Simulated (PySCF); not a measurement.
C4H8S.

```xyz
13

C      2.2139    -0.1867     0.0000
C      0.8181     0.4179     0.0000
C     -0.1287    -0.0125    -1.1420
S     -1.5628    -0.0674     0.0000
C     -0.1287    -0.0125     1.1420
H      2.7821     0.1275    -0.8907
H      2.7821     0.1275     0.8907
H      2.1639    -1.2882     0.0000
H      0.8847     1.5181     0.0000
H     -0.2351     0.6917    -1.9803
H      0.1070    -1.0135    -1.5384
H     -0.2351     0.6917     1.9803
H      0.1070    -1.0135     1.5384
```

Geometry: ωB97X-D3(BJ)/def2-SVP.

These are PBE/pcSseg-1 (PySCF) values and carry that method's errors. Non-relativistic, no solvent.

Computed absolute GIAO shielding of each atom: isotropic value and principal components (ppm):
| atom | σ(iso) | σ11 | σ22 | σ33 | span |
|---|---|---|---|---|---|
| C1 | 155.1 | 141.6 | 142.2 | 181.5 | 39.9 |
| C2 | 139.2 | 111.8 | 150.9 | 155.0 | 43.2 |
| C3 | 139.2 | 122.0 | 128.2 | 167.3 | 45.3 |
| S4 | 508.0 | 223.3 | 432.0 | 868.9 | 645.6 |
| C5 | 139.2 | 122.0 | 128.2 | 167.3 | 45.3 |
| H6 | 30.2 | 26.3 | 27.7 | 36.7 | 10.4 |
| H7 | 30.2 | 26.3 | 27.7 | 36.7 | 10.4 |
| H8 | 30.1 | 26.7 | 29.5 | 34.1 | 7.4 |
| H9 | 27.8 | 25.3 | 28.0 | 30.1 | 4.8 |
| H10 | 28.3 | 24.7 | 26.3 | 34.0 | 9.2 |
| H11 | 28.1 | 25.3 | 27.2 | 31.9 | 6.6 |
| H12 | 28.3 | 24.7 | 26.3 | 34.0 | 9.2 |
| H13 | 28.1 | 25.3 | 27.2 | 31.9 | 6.6 |
